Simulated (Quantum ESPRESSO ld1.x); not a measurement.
The tungsten ion W70+, configuration [He] 2s2.

Calculated with ld1.x of Quantum ESPRESSO 7.5: scalar-relativistic Kohn-Sham, LDA (Slater exchange, VWN5 correlation), spin-polarised, spherical densities, point nucleus.

Energy parts (hartree):
| part | energy |
|---|---|
| total | -7324.757 |
| kinetic | 8619.565 |
| electron-nucleus | -16080.951 |
| Hartree | 197.200 |
| exchange-correlation | -60.571 |

Orbitals (lengths in bohr, moments of r in powers of bohr; <r^-3> diverges for s and p1/2):
1s: occ. 2; eigenvalue (hartree) -2865.99
2s: occ. 2; eigenvalue (hartree) -707.802

The highest occupied level is 2s at -19260.3 eV. Summed over all electrons, <r^2> = 0.01395 bohr^2, which gives a Langevin (diamagnetic) susceptibility term of -0.011 x 10^-6 cm^3/mol. The density falls to 0.001 e/bohr^3 at r = 0.28 bohr. For comparison, the ionisation energy in NIST's Atomic Spectra Database is 19362 eV (semi-empirical). In exact Kohn-Sham theory the highest level is minus the ionisation energy, but local and semilocal functionals leave it too shallow, through self-interaction and a potential that decays too fast; potentials with the right tail come closer.
